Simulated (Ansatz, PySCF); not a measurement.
Gas-phase reaction in SMILES: [SiH3]O[Si](Cl)(Cl)O[SiH3] + 2 O (H2O) + 3 [SiH4] (SiH4) -> 4 O[SiH3] [hydroxysilane] + 2 [SiH3]Cl [chlorosilane]
Geometries: B3LYP-D3(BJ)/def2-TZVP minima from Ansatz (an electronic-structure program), one conformer each, not searched for the lowest.

Quantity: bond separation energy (0 K, with B3LYP-D3(BJ) harmonic zero-point energies from PySCF), in kcal/mol. Cores are frozen in the correlated levels unless marked. No spin-orbit coupling. Non-relativistic. CBS marks a two-point X^-3 extrapolation of the correlation energy; Hartree-Fock from the larger set.

Level to compare with: CCSD(T)/CBS(cc-pV(T+d)Z,cc-pV(Q+d)Z) (Ansatz), 28.3 kcal/mol. It is a level with limits of its own, and the differences hold the functionals' basis error too.

Problem. Rank these functionals by how close they come to CCSD(T)/CBS(cc-pV(T+d)Z,cc-pV(Q+d)Z), closest first: BLYP/def2-TZVPD (Ansatz); BHLYP/def2-TZVPD (Ansatz); wB97M-V/def2-TZVPD (Ansatz).

Solution. wB97M-V/def2-TZVPD (range-separated hybrid meta-GGA with VV10, 29.0 kcal/mol, difference 0.7), BHLYP/def2-TZVPD (global hybrid, 25.2 kcal/mol, difference -3.1), BLYP/def2-TZVPD (GGA, 22.4 kcal/mol, difference -5.9)
